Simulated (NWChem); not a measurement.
All runs are NWChem calculations. System: I3Si, charge 0, spin multiplicity 2, displaced from the optimised geometry. The structure started from a generated list of species. Its SCF solution wasn't tested for a lower state. Level: UBLYP/def2-SVP with def2 effective core potentials on I.

The NWChem input:

```
start mol
memory heap 200 mb stack 900 mb global 1100 mb
geometry units angstroms nocenter noautoz
  I      1.209369    -0.067671     2.095103
  Si     0.002728     0.716122     0.000000
  I      1.209369    -0.067671    -2.095103
  I     -2.419458    -0.053823     0.000000
  symmetry group Cs
end
basis spherical
  * library def2-svp
end
ecp
  I library def2-ecp
end
dft
  xc becke88 lyp
  odft
  mult 2
  semidirect memsize 60000000 filesize 0
  iterations 100
  convergence energy 1e-4 density 1e-3 gradient 5e-3
end
task dft gradient
```

Output (cleaned and shortened):

```
             Northwest Computational Chemistry Package (NWChem) 7.3.0
             --------------------------------------------------------

                                NWChem Input Module
                                -------------------

 Scaling coordinates for geometry "geometry" by  1.889725989
 (inverse scale =  0.529177249)

 Turning off AUTOSYM since
 SYMMETRY directive was detected!

                             Geometry "geometry" -> ""
                             -------------------------

 Output coordinates in angstroms (scale by  1.889725989 to convert to a.u.)

  No.       Tag          Charge          X              Y              Z
 ---- ---------------- ---------- -------------- -------------- --------------
    1 I                   53.0000     1.20936900    -0.06767100     2.09510300
    2 Si                  14.0000     0.00272800     0.71612200     0.00000000
    3 I                   53.0000     1.20936900    -0.06767100    -2.09510300
    4 I                   53.0000    -2.41945800    -0.05382300     0.00000000

 Effective nuclear repulsion energy (a.u.)    1527.6993983510

            Nuclear Dipole moment (a.u.)
            ----------------------------
        X                 Y               Z
 ---------------- ---------------- ----------------
     0.0000604712    -0.0000699199     0.0000000000

      Symmetry information
      --------------------

 Group name             Cs
 Group number              2
 Group order               2
 No. of unique centers     3

      Symmetry unique atoms

     1    2    4


 Summary of "ao basis" -> "" (spherical)
 ------------------------------------------------------------------------------
       Tag                 Description            Shells   Functions and Types
 ---------------- ------------------------------  ------  ---------------------
 *                          def2-svp                  on all atoms

                                 NWChem DFT Module
                                 -----------------

 Summary of "ao basis" -> "ao basis" (spherical)
 ------------------------------------------------------------------------------
[...]
     2   1 0 1     -0.000000     -0.000000      0.000000      0.000000
     2   0 2 0    -69.069649    -50.958041    -44.826815     26.715208
     2   0 1 1     -0.000000     -0.000000     -0.000000      0.000000
     2   0 0 2    -68.461506   -430.300515   -421.912578    783.751587

            General Information
            -------------------
          SCF calculation type: DFT
          Wavefunction type:  spin polarized.
          No. of atoms     :     4
          No. of electrons :    89
           Alpha electrons :    45
            Beta electrons :    44
          Charge           :     0
          Spin multiplicity:     2
          Use of symmetry is: on ; symmetry adaption is: on
          Maximum number of iterations: 100
          AO basis - number of functions:    96
                     number of shells:    38
          Convergence on energy requested:  1.00D-04
          Convergence on density requested:  1.00D-03
          Convergence on gradient requested:  5.00D-03

              XC Information
              --------------
                    Becke 1988 Exchange Functional  1.000
              Lee-Yang-Parr Correlation Functional  1.000

             Grid Information
             ----------------
          Grid used for XC integration:  medium
          Radial quadrature: Mura-Knowles
          Angular quadrature: Lebedev.
          Tag              B.-S. Rad. Rad. Pts. Rad. Cut. Ang. Pts.
          ---              ---------- --------- --------- ---------
          I                   1.40      123          11.0       590
          Si                  1.10       88           9.0       590
          Grid pruning is: on
          Number of quadrature shells:   334
          Spatial weights used:  Erf1

          Convergence Information
          -----------------------
          Convergence aids based upon iterative change in
          total energy or number of iterations.
          Levelshifting, if invoked, occurs when the
          HOMO/LUMO gap drops below (HL_TOL):  1.00D-02
          DIIS, if invoked, will attempt to extrapolate
          using up to (NFOCK): 10 stored Fock matrices.

                    Damping( 0%)  Levelshifting(0.5)       DIIS
                  --------------- ------------------- ---------------
          dE  on:    start            ASAP                start
          dE off:    2 iters        100 iters           100 iters

      Screening Tolerance Information
      -------------------------------
          Density screening/tol_rho:  1.00D-10
          AO Gaussian exp screening on grid/accAOfunc:   9
          CD Gaussian exp screening on grid/accCDfunc:  20
          XC Gaussian exp screening on grid/accXCfunc:  20
          Schwarz screening/accCoul:  1.00D-08

                            NWChem DFT Gradient Module
                            --------------------------

  charge          =   0.00
  wavefunction    = open shell

  Using symmetry

                         DFT ENERGY GRADIENTS

    atom               coordinates                        gradient
                 x          y          z           x          y          z
   1 I       2.285376  -0.127880   3.959171    0.001181  -0.000422   0.002044
   2 Si      0.005155   1.353274   0.000000    0.000007   0.001238   0.000000
   3 I       2.285376  -0.127880  -3.959171    0.001181  -0.000422  -0.002044
   4 I      -4.572113  -0.101711   0.000000   -0.002369  -0.000393   0.000000

                 ----------------------------------------
                 |  Time  |  1-e(secs)   |  2-e(secs)   |
                 ----------------------------------------
                 |  CPU   |       0.06   |       1.48   |
                 ----------------------------------------
                 |  WALL  |       0.06   |       1.48   |
                 ----------------------------------------

 Task  times  cpu:        7.4s     wall:        7.4s

 Total times  cpu:        7.5s     wall:        7.5s
```
